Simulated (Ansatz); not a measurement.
Spectroscopic constants of LiS, multiplicity 2 (lowest of 2S+1 = 2, 4 at CCSD(T)/def2-TZVPP on PBE0 minima; our sources give no spin for the ground state, which may be another).

| level | bond energy D_e (kJ/mol) |
|---|---|
| SVWN5/def2-TZVPP | 344.1 |
| PBE/def2-TZVPP | 305.0 |
| r2SCAN/def2-TZVPP | 309.8 |
| B97M-V/def2-TZVPP | 320.6 |
| B3LYP/def2-TZVPP | 304.5 |
| PBE0/def2-TZVPP | 298.8 |
| BHLYP/def2-TZVPP | 295.4 |
| CAM-B3LYP/def2-TZVPP | 307.3 |
| wB97X-V/def2-TZVPP | 311.9 |
| B2PLYP/def2-TZVPP | 299.7 |
| CCSD/def2-TZVPP | 281.0 |
| CCSD/def2-QZVPP | 298.6 |
| CCSD(T)/def2-TZVPP | 286.8 |
| CCSD(T)/def2-QZVPP | 306.1 |

The rows run from 281.0 (CCSD/def2-TZVPP) to 344.1 kJ/mol (SVWN5/def2-TZVPP). From def2-TZVPP to def2-QZVPP CCSD(T) changes by 19.3. The 10 functionals in def2-TZVPP without D3 or D4 span 48.7, from BHLYP to SVWN5.

D_e counts from the fitted minimum to each atom's lowest state at the same level, without counterpoise.

Correlated levels freeze the inner cores; with def2 sets outer-core shells near the valence are correlated too.

The values were computed with Ansatz (a quantum-chemistry and plane-wave program) with Gaussian orbitals. Each number belongs to the level named beside it.
